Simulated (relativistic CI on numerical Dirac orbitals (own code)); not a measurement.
## L2,3 absorption of iron in several valence states

Computed multiplet spectra 2p⁶3dⁿ → 2p⁵3dⁿ⁺¹ (Dirac-Coulomb-Breit ions, Slater integrals scaled by 0.8, an assumed crystal field that grows with the charge, no charge transfer; 300 K; Lorentzian 0.4 eV and Gaussian 0.3 eV FWHM at both edges, so that L2 comes out sharper than in experiment). Peaks over 5 % are given in eV from the highest peak in the L3 region of each spectrum (height, largest 100). S of the lowest state is read from ⟨S²⟩, and the branching ratio is the share of L3, cut at the minimum between the edges.

Field parameters in Wybourne normalisation: Oh B⁴₀ = 21Dq, B⁴₄ = √(5/14) B⁴₀. The field is a parameter set, without covalency.

- Fe²⁺ (d6, Oh, 10Dq = 14550 cm⁻¹): S = 2.00, high spin, branching ratio 0.77; peaks -2.3 (26), -1.6 (30), 0.0 (100), 1.4 (50), 3.0 (17), 4.3 (9), 11.2 (13), 12.0 (12), 12.8 (28), 16.0 (7)
- Fe³⁺ (d5, Oh, 10Dq = 18800 cm⁻¹): S = 2.50, high spin, branching ratio 0.77; peaks -2.4 (37), 0.0 (100), 1.5 (22), 3.8 (7), 4.9 (5), 10.8 (13), 13.2 (17), 14.7 (13)
- Fe⁴⁺ (d4, Oh, 10Dq = 23050 cm⁻¹): S = 1.94, high spin, branching ratio 0.68; peaks -2.7 (54), -1.2 (35), 0.0 (100), 1.5 (56), 3.2 (20), 8.2 (14), 9.6 (37), 12.2 (23), 13.6 (26), 15.0 (11), 15.9 (6)
- Fe⁵⁺ (d3, Oh, 10Dq = 27300 cm⁻¹): S = 1.50, branching ratio 0.59; peaks -3.9 (27), -2.0 (48), 0.0 (91), 0.9 (76), 1.4 (76), 4.5 (14), 6.3 (8), 9.7 (38), 10.9 (100), 12.3 (38), 14.1 (56), 15.9 (7)

The centroid of the whole edge, which also moves with the branching ratio, lies at 713.2 (Fe²⁺), 716.3 (Fe³⁺), 720.3 (Fe⁴⁺), 725.9 (Fe⁵⁺) eV in this ionic model, in steps of 3.1 to 5.6 eV. Compounds show about 1 to 2 eV a unit and lower energies for the high valences, since ligands screen the charge. The multiplet shape follows the d count and the spin state, and so serves as a fingerprint of valence.
